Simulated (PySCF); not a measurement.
# Relaxation of doublet Zr(OH)₃

Computed with UPBE0/[Zr def2-SVP with ECP28, O def2-SVP, H def2-SVP], scalar-relativistic core potentials, density fitting, no spin–orbit coupling, PySCF. A (50,194) grid was used.

A hand-made trigonal planar (heavy-atom frame) start, of C3h symmetry, held to at least that symmetry:

```xyz
7
charge 0 multiplicity 2, angstrom
Zr    0.0000    0.0000    0.0000
O     2.1700    0.0000    0.0000
O    -1.0850    1.8793    0.0000
O    -1.0850   -1.8793    0.0000
H     2.7871   -0.7354    0.0000
H    -0.7567    2.7814    0.0000
H    -2.0304   -2.0460    0.0000
```

Optimiser trace:
| step | E − E(last) (kJ/mol) | largest gradient (Eh/bohr) |
| --- | --- | --- |
| 0 | 161.40 | 0.07379 |
| 1 | 55.51 | 0.03633 |
| 2 | 16.29 | 0.02672 |
| 3 | 11.88 | 0.00506 |
| 4 | 10.80 | 0.00381 |
| 5 | 7.20 | 0.02110 |
| 6 | 5.24 | 0.00956 |
| 7 | 2.67 | 0.00459 |
| 8 | 1.67 | 0.00966 |
| 9 | 0.81 | 0.00132 |
| 10 | 0.33 | 0.00312 |
| 11 | 0.10 | 0.00236 |
| 12 | 0.03 | 0.00038 |
| 13 | 0.01 | 0.00143 |
| 14 | 0.00 | 0.00003 |

It ends at D3h with O–H 0.955 Å (×3), Zr–O 1.925 Å (×3); H–O–Zr 180.0° (×3), O–Zr–O 120.0° (×3) (after a last refinement on a finer grid). The frequency run here used a shortcut that can spoil soft modes, so no verdict on minimum or saddle point is given. Other isomers or separated fragments may lie lower.

Final geometry:
Coordinates in bohr (charge 0 multiplicity 2):
```
Zr    0.0000    0.0000    0.0000
O     3.5846   -0.6238    0.0000
O    -1.2521    3.4163    0.0000
O    -2.3325   -2.7925    0.0000
H     5.3633   -0.9333    0.0000
H    -1.8734    5.1115    0.0000
H    -3.4900   -4.1781    0.0000
```

Open d and f shells are described by one determinant, and the ground state may have another occupation or spin.

The relaxation took roughly 2.8 core-minutes on a shared host.
